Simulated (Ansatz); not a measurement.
One geometry of the cluster Li6Cl5, several levels of theory.

```yaml
crystal:
  periodic: [false, false, false]
  atoms:
    - {symbol: Li, position_ang: [1.660968, 0.375553, -1.809768]}
    - {symbol: Li, position_ang: [0.611487, 1.268606, 2.501942]}
    - {symbol: Li, position_ang: [-0.558243, -1.414870, -1.965140]}
    - {symbol: Li, position_ang: [-0.893788, 1.125664, -0.215491]}
    - {symbol: Li, position_ang: [-1.574754, -0.495460, 2.349006]}
    - {symbol: Li, position_ang: [0.999075, -1.295371, 0.665648]}
    - {symbol: Cl, position_ang: [-0.486479, 0.823337, -2.540204]}
    - {symbol: Cl, position_ang: [-1.574964, 1.782879, 1.950733]}
    - {symbol: Cl, position_ang: [1.657390, -1.922064, -1.525306]}
    - {symbol: Cl, position_ang: [-1.422647, -1.336002, 0.189092]}
    - {symbol: Cl, position_ang: [1.581956, 1.087728, 0.399479]}
basis:
  gaussian: {orbitals: def2-TZVP, initial_orbitals: start.molden}
magnetization: {spin_polarized: true, initial_magnetization: 1}
hamiltonian: {xc: r2scan, dispersion: d4}
scf: {omitted_lower_state_checks: [starts]}
output: {orbitals: {seedname: orbitals}}
```

The file start.molden holds the orbitals of an earlier run on this structure, at another level or in another basis.

```sh
$ ansatz run in.yaml --threads 4 --pin off --events-out ev --progress --plain --max-ram 4787MiB
```

Output, abridged:

```
Functional definition: r2SCAN
2054 factors; their error is unknown
mean field evaluation 1: about -63855.8314 eV, gradient 9.7e0 eV
mean field evaluation 2: about -63855.8792 eV, gradient 8.4e-2 eV
mean field evaluation 4: about -63855.8668 eV, gradient 2.4e-4 eV
mean field -63855.86677763 eV, -2346.6598210167 hartree, gradient 1.6e-5 eV, S^2 0.750431; 0 other end points of the search recorded, 0 dependent functions left out
reference -63855.86682964 eV, -2346.6598229283 hartree; 52, 51 occupied and 217, 218 virtual orbitals, 2054 factors
Total energy: -63855.95473850 eV, -2346.6630535191 hartree
Checks for a lower state left out: starts
```

Run time 18 s (4 threads of Arm Neoverse V2 on a shared host), peak host memory 0.74 GiB.

First input, but with `hamiltonian: {xc: pbe0, dispersion: d4}` (abridged; 18 s):

```
Functional definition: PBE0
mean field -63836.78374145 eV, -2345.9585323722 hartree, gradient 6.1e-6 eV, S^2 0.750237
Total energy: -63837.08524906 eV, -2345.9696125724 hartree
Checks for a lower state left out: starts
```

As the first input, with `gaussian: {orbitals: def2-SVP, initial_orbitals: start.molden}`, `hamiltonian: {xc: pbe0, dispersion: d4}` (abridged; 7.5 s):

```
Functional definition: PBE0
mean field -63815.53231125 eV, -2345.1775567170 hartree, gradient 1.5e-5 eV, S^2 0.750290
Total energy: -63815.83382495 eV, -2345.1886371413 hartree
Checks for a lower state left out: starts
```

The first input with `hamiltonian: {xc: pbe, dispersion: d4}`, `output: {forces: true, orbitals: {seedname: orbitals}}` (abridged; 7.5 s):

```
Functional definition: PBE
mean field -63830.80516791 eV, -2345.7388238468 hartree, gradient 8.7e-6 eV, S^2 0.750328
Total energy: -63831.14207506 eV, -2345.7512049565 hartree
Atom 0 force    -0.075761    -0.057216     0.031381 eV/Å
Atom 1 force    -0.039790     0.007817    -0.056152 eV/Å
Atom 2 force     0.068905     0.059288     0.041500 eV/Å
Atom 3 force     0.024618    -0.030844     0.011862 eV/Å
Atom 4 force     0.005475     0.044473    -0.052948 eV/Å
Atom 5 force    -0.006200     0.011701    -0.054950 eV/Å
Atom 6 force     0.011551    -0.017415     0.036206 eV/Å
Atom 7 force     0.040985    -0.050627    -0.004463 eV/Å
Atom 8 force    -0.025658     0.032686    -0.007171 eV/Å
Atom 9 force    -0.005139    -0.002664     0.027244 eV/Å
Atom 10 force     0.001014     0.002801     0.027490 eV/Å
Dipole moment:     0.049813    -0.052653    -0.106406 e Å
Checks for a lower state left out: starts
```

As the first input, with `gaussian: {orbitals: def2-SVP, initial_orbitals: start.molden}`, `hamiltonian: {xc: pbe, dispersion: d4}` (abridged; 4.5 s):

```
Functional definition: PBE
mean field -63809.21373478 eV, -2344.9453533148 hartree, gradient 1.4e-5 eV, S^2 0.750418
Total energy: -63809.55064478 eV, -2344.9577345289 hartree
Checks for a lower state left out: starts
```

First input, but with `gaussian: {orbitals: STO-3G}`, `hamiltonian: {xc: hf}` (abridged; 0.55 s):

```
Functional definition: HF
mean field -63070.76473301 eV, -2317.8078530385 hartree, gradient 6.2e-5 eV, S^2 0.750398
Total energy: -63070.76473301 eV, -2317.8078530385 hartree
Checks for a lower state left out: starts
```

First input, but with `hamiltonian: {xc: {name: BHLYP}, dispersion: d4}` (abridged; 18 s):

```
Functional definition: BHLYP
mean field -63860.61615653 eV, -2346.8343574721 hartree, gradient 2.2e-5 eV, S^2 0.750208
Total energy: -63861.10627393 eV, -2346.8523689544 hartree
Checks for a lower state left out: starts
```

Geometry: r2SCAN-D4/def2-SVP.

Another isomer (doublet) lies 0.09 eV lower at PBE0-D4/def2-TZVP; other spin states weren't run for this one.
